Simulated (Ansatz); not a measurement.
silene (SMILES C=[SiH2]) moved off its minimum; all values from Ansatz (an electronic-structure program), cores frozen in correlated methods.
(charge 0, multiplicity 1)
```xyz
6

C     -1.24810     0.02920    -0.02714
Si     0.58147     0.01300    -0.04406
H     -1.68539     0.80517    -0.08170
H     -1.71145    -0.91674    -0.07938
H      1.41706    -1.20595     0.13897
H      1.28088     1.24825    -0.05852
```

| level | largest force (eV/Å) | on atom | rms difference from CCSD(T)/aug-cc-pV(T+d)Z (eV/Å) | dipole (D) |
|---|---|---|---|---|
| HF/def2-TZVPP | 14.58 | C1 | 0.403 | 1.31 |
| PBE/def2-TZVPP | 13.67 | C1 | 0.128 | 0.79 |
| r2SCAN/def2-TZVPP | 13.83 | C1 | 0.149 | 0.84 |
| B3LYP/def2-TZVPP | 13.74 | C1 | 0.140 | 0.93 |
| wB97M-V/def2-TZVPP | 14.08 | C1 | 0.263 | 1.09 |
| MP2/aug-cc-pV(T+d)Z | 13.75 | C1 | 0.082 | 1.07 |
| CCSD(T)/aug-cc-pV(T+d)Z | 13.59 | C1 | 0.000 | 0.81 |

The differences count from one level among others, with limits of its own. Forces at CCSD(T)/aug-cc-pV(T+d)Z (eV/Å):

| atom | Fx | Fy | Fz |
|---|---|---|---|
| C1 | 9.480 | -9.717 | 0.636 |
| Si2 | -3.021 | -0.886 | 0.157 |
| H3 | -6.106 | 10.249 | -0.774 |
| H4 | -0.795 | -0.788 | 0.066 |
| H5 | -0.234 | 0.199 | -0.110 |
| H6 | 0.676 | 0.942 | 0.025 |

Doubts at one or more of the structures used: a restricted determinant that unrestricted orbitals would lower (MP2/aug-cc-pV(T+d)Z, CCSD(T)/aug-cc-pV(T+d)Z).
